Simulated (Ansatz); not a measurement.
AlBrH2 (SMILES [AlH2][Br]) moved off its minimum; all values from Ansatz (a quantum-chemistry and plane-wave program), cores frozen in correlated methods.
(charge 0, multiplicity 1)
```xyz
4

Al    -0.85451    -1.20549     0.17112
H     -0.22939    -2.33363     1.32171
H     -2.11566    -1.39290    -0.60742
Br     0.45490     0.63438    -0.03058
```

| level | largest force (eV/Å) | on atom | rms difference from CCSD(T)/def2-TZVPPD (eV/Å) | dipole (D) |
|---|---|---|---|---|
| HF/def2-TZVPP | 2.87 | Al1 | 0.070 | 1.54 |
| PBE/def2-TZVPP | 2.70 | Al1 | 0.087 | 1.19 |
| r2SCAN/def2-TZVPP | 2.74 | Al1 | 0.056 | 1.27 |
| B3LYP/def2-TZVPP | 2.71 | Al1 | 0.022 | 1.31 |
| wB97M-V/def2-TZVPP | 2.72 | Al1 | 0.069 | 1.37 |
| MP2/def2-TZVPPD | 2.79 | Al1 | 0.048 | 1.34 |
| CCSD(T)/def2-TZVPPD | 2.74 | Al1 | 0.000 | 1.31 |

The differences count from one level among others, with limits of its own. Forces at CCSD(T)/def2-TZVPPD (eV/Å):

```csv
atom,Fx,Fy,Fz
Al1,1.784,-0.920,1.864
H2,-0.663,0.969,-1.085
H3,-1.016,-0.079,-0.679
Br4,-0.105,0.031,-0.099
```
